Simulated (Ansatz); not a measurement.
Constitutional and geometric isomers with formula C3H2. Gas-phase values, no solvent. Strings in code marks are SMILES.

Quantity: electronic energy of isomers of C3H2 relative to `[C]1C=C1`, in kcal/mol. The restricted reference of `[C]=C=C` is unstable towards unrestricted orbitals.

Case: `[C]=C=C`. Geometry of `[C]=C=C` (neutral, multiplicity 1, Å):

```xyz
5

C      2.0278     0.0366    -0.1956
C      0.7577     0.0155    -0.0251
C     -0.5493    -0.0060     0.1512
H     -1.1509     0.8964     0.0625
H     -1.0764    -0.9270     0.3921
```

### Question
What electronic energy of isomers of C3H2 relative to `[C]1C=C1` does frozen-core CCSD(T) with HF/cc-pVQZ and the correlation energy extrapolated as X^-3 from cc-pVTZ and cc-pVQZ // PBE0-D3(BJ)/def2-TZVP (Ansatz, a program for electronic structure) give?

### Answer
14.8 kcal/mol.
